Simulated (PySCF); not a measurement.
How methods differ on the ionisation energy of Mo²⁸⁺

Mo²⁸⁺ [Ne] 3s2 3p2 (3P) → Mo²⁹⁺ [Ne] 3s2 3p1 (2P), as a difference of total energies. Computed with PySCF 2.14 in an uncontracted even-tempered set (16 s from 3.6 bohr⁻², ratio 2.5; 10 p from 4.7 bohr⁻², ratio 2.5; 5 d from 20 bohr⁻², ratio 2.7; 4 f from 30 bohr⁻², ratio 2.7), with no relativity, point nucleus. Correlated levels: outer shells: 1s2 frozen; virtual orbitals above 40 to 60 times the deepest correlated orbital energy dropped. The calculations carry no spin-orbit coupling.

```json
{"method": "UHF", "ionisation energy (eV)": "1509.0"}
{"method": "LDA", "ionisation energy (eV)": "1510.4"}
{"method": "PBE", "ionisation energy (eV)": "1510.7"}
{"method": "PBE0", "ionisation energy (eV)": "1510.6"}
{"method": "r2SCAN", "ionisation energy (eV)": "1510.9"}
{"method": "TPSS", "ionisation energy (eV)": "1510.6"}
{"method": "PBEsol", "ionisation energy (eV)": "1510.3"}
{"method": "MP2 (outer shells)", "ionisation energy (eV)": "1509.4"}
{"method": "SCS-MP2 (outer shells)", "ionisation energy (eV)": "1509.2"}
```

Spin-orbit coupling is strong in these open shells (close to jj coupling). The scalar numbers leave it out and a first-order estimate fails, so it can dominate the gap to the real levels.

The gap to the reference is mostly relativistic.

For comparison: 1537 ± 3 eV (semi-empirical (NIST evaluation); NIST Atomic Spectra Database, ionization energies).
